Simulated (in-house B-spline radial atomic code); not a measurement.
Settings and results of a run for Er³⁺ (an excited or competing configuration). Method: scalar-relativistic (X2C) PBE0, spin-polarised, spherical fractional occupations, exact exchange averaged over the configuration, Fermi nucleus of rms radius 5.2516 fm. Calculated with an all-electron radial atomic-structure program (B-spline basis).

Command:
```bash
python run_scf.py task.json out
```
Settings (nuclear radius in fm, mass in u):
```
Z                68
configuration    [Kr] 4d9 4f11 5s2 5p6 6d1
hamiltonian      x2c
method           pbe0
spin_polarised   True
nucleus          fermi
rms_radius       5.2516
atomic_mass      165.9303
speed_of_light   137.035999084
exact_exchange   averaged over the configuration
```

Output (hartree, bohr):
```
 radial grid: 77 intervals, B-splines of order 8, outer radius 51.8919 bohr

 iter        energy (Eh)    residual
    1      -13045.487363    7.66e-01
    2      -13049.395621    1.10e+00
    3      -13076.630171    1.86e-01
    4      -13077.111590    6.34e-02
    5      -13077.185860    2.58e-02
    6      -13077.192389    8.30e-03
    7      -13077.194404    2.49e-03
    8      -13077.194512    2.81e-04
    9      -13077.194513    9.45e-06
   10      -13077.194513    8.37e-07
   11      -13077.194513    6.48e-08

 total energy                    -13077.19451
 kinetic                           14441.5275
 electron-nucleus                 -32258.3735
 Hartree                            5018.9233
 exact exchange                      -68.2952
 exchange-correlation               -210.9766

 orbital      occ     eigenvalue          <r>       <r^2>       <1/r>       r_max
 1s up      1.000     -2109.4740     0.019618 0.000535337     83.9117     0.01197
 1s down    1.000     -2109.4734    0.0196179 0.000535335     83.9118     0.01197
 2s up      1.000      -357.2575    0.0857205  0.00874499     19.4635     0.07307
 2s down    1.000      -357.2265    0.0857171   0.0087443     19.4645     0.07307
 2p up      3.000      -316.9055    0.0762394  0.00711395     16.8525     0.05906
 2p down    3.000      -316.8782     0.076235  0.00711308     16.8534     0.05905
 3s up      1.000       -82.0998     0.224752   0.0578759     7.00651      0.2072
 3s down    1.000       -82.0232     0.224623   0.0578045     7.01087      0.2072
 3p up      3.000       -69.7075     0.223789   0.0581621     6.29754      0.2036
 3p down    3.000       -69.6262     0.223622    0.058068     6.30191      0.2036
 3d up      5.000       -53.8379     0.203732   0.0487335     5.90063      0.1663
 3d down    5.000       -53.7514     0.203606   0.0486653     5.90326      0.1663
 4s up      1.000       -18.0284     0.506836    0.290073     2.90178       0.474
 4s down    1.000       -17.8114     0.506992     0.29027     2.89985      0.4738
 4p up      3.000       -13.8989      0.53599    0.326848     2.60293      0.4944
 4p down    3.000       -13.6707     0.536461    0.327465     2.59944      0.4944
 4d up      5.000        -8.2567      0.57843    0.387842      2.2913      0.5108
 4d down    4.000        -8.0397     0.579831     0.38998     2.28632      0.5109
 4f up      7.000        -2.0564     0.711565    0.635953     1.78544      0.5001
 4f down    4.000        -1.8908     0.728588    0.673292     1.75943       0.502
 5s up      1.000        -3.5638      1.20229     1.62037     1.11939        1.09
 5s down    1.000        -3.4995       1.2123     1.64745     1.10718       1.096
 5p up      3.000        -2.4908      1.37491     2.12967    0.952293       1.223
 5p down    3.000        -2.4434      1.38952     2.17568    0.940039       1.233
 6d up      1.000        -0.5392      4.56863     23.2219    0.281309       4.378
```

Time taken, with all properties: 0.32 s on 1 thread of Intel(R) Xeon(R) 6975P-C, with other jobs on the host.

One-electron X2C: radii and densities carry no picture-change correction, so inner-shell <1/r> comes out high (for 1s by about 2 % at Z = 33, 5 % at 54, 10 % at 75, 30 % at 118) and <r> low.
